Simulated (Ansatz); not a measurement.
Compare A (`[SiH3][Al]1[CH2]C[O]1`) with its isomer B (`O/C=[C](\[AlH2])[SiH3]`).

Gas-phase electronic energies from Ansatz, PBE0-D4/def2-TZVP geometries. CCSD(T)/CBS is the MP2 limit (def2-TZVPP, def2-QZVPP) plus CCSD(T) − MP2 in def2-TZVPP, frozen cores. DFT in def2-TZVPP. B3LYP here is the variant with VWN-RPA as its local correlation; programs differ in this. One conformer a species, not always the lowest.

A:

```xyz
12

Si   -1.257   -1.498    1.891
Al   -0.214   -0.105    0.165
C     1.402    0.423   -0.799
C     0.383    1.343   -1.506
O    -0.897    1.068   -0.894
H    -0.632   -1.236    3.219
H    -2.719   -1.241    2.006
H    -1.060   -2.943    1.582
H     1.874   -0.307   -1.458
H     2.182    0.957   -0.255
H     0.316    1.138   -2.579
H     0.621    2.403   -1.372
```

B:

Z-matrix (Å, degrees):
```
Si
C 1 1.849
H 1 1.490 2 111.5
H 1 1.490 2 111.5 3 -119.1
H 1 1.491 2 110.1 3 120.4
C 2 1.350 1 117.0 3 -120.6
Al 2 1.922 1 122.5 3 59.3
O 6 1.338 2 127.8 1 180.0
H 6 1.091 2 123.3 1 0.0
H 7 1.580 2 123.3 1 0.1
H 7 1.601 2 115.8 1 -179.9
H 8 0.970 6 109.6 2 0.0
```

Question: Which isomer does CCSD(T)/CBS put lower? Give the gap. (Best estimate.)

Answer: Ansatz gave: A, by 29.1 kcal/mol.

Question: Give E(B) − E(A) in kcal/mol with B3LYP-D4, r2SCAN-D4, B3LYP, B2PLYP, HF/def2-TZVPP, CCSD(T)/def2-TZVPP, CCSD/def2-TZVPP. (Best estimate.)

Answer: Ansatz gave: B3LYP-D4 26.5, r2SCAN-D4 29.3, B3LYP 28.0, B2PLYP 28.3, HF/def2-TZVPP 23.9, CCSD(T)/def2-TZVPP 29.2, CCSD/def2-TZVPP 29.8. None reverses the order clearly.

Largest T1 diagnostic: 0.014.

The D4 term adds −1.6 kcal/mol with B3LYP and −0.8 kcal/mol with PBE0; it sums over pairs of atoms, weighted by their polarisabilities, and B3LYP, whose exchange is more repulsive, gets the larger term. From PBE to PBE0 (25 % exact exchange), in def2-TZVPP and without D4, E(B) − E(A) moves by +0.7 kcal/mol.
